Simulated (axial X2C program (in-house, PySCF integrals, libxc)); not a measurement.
**TaCl along the bond: HF, with spin–orbit coupling**

Computed with an in-house relativistic program for diatomic molecules. Two-component (2c) means X2C with spin–orbit coupling and atomic mean-field two-electron Coulomb and Gaunt terms. Basis: Ta dyall-cv3z [13s14p9d7f4g], Cl dyall-av3z [9s8p3d2f] (cores contracted in-house); Gaussian nuclei, density fitting, unrestricted open shells. Masses: Ta 180.948 u, Cl 34.969 u.

State: Ω = 1 (⟨Sz⟩ = 1.95, ⟨Lz⟩ = -0.95 at HF). Dipoles are positive if Cl is the positive end.

| R (Å) | μ (D) | HOMO (eV) | LUMO (eV) |
| --- | --- | --- | --- |
| 2.078 | -1.698 | -7.33 | 0.37 |
| 2.147 | -2.211 | -7.61 | 0.29 |
| 2.216 | -2.685 | -7.86 | 0.22 |
| 2.284 | -3.143 | -8.11 | 0.15 |
| 2.364 | -3.669 | -8.28 | 0.06 |
| 2.444 | -4.190 | -8.42 | -0.03 |
| 2.547 | -4.858 | -8.61 | -0.14 |
| 2.672 | -5.674 | -8.77 | -0.29 |

Task: The minimum lies at 2.349 Å. What is the dipole moment there, and its slope?

Result: At HF, 2c, with the sign and origin stated: μ = -3.57 D, dμ/dR = -6.55 D/Å.

Occupations by symmetry block were frozen at the best pattern of an incomplete PBE0 search. Other states lie close and PBE0, whose exact exchange favours high spin, may order them wrongly; the determinant shown need not be the ground state. The nearest other 2c determinant of the search, Ω = 2, lies 0.09 eV up at the distance of the search. With several unpaired electrons one determinant need not be a pure state. Open-shell Ω = 0 determinants with evenly filled partner blocks cannot be reached by this program, so the Ω shown need not be the lowest component. Some points did not converge and are left out.
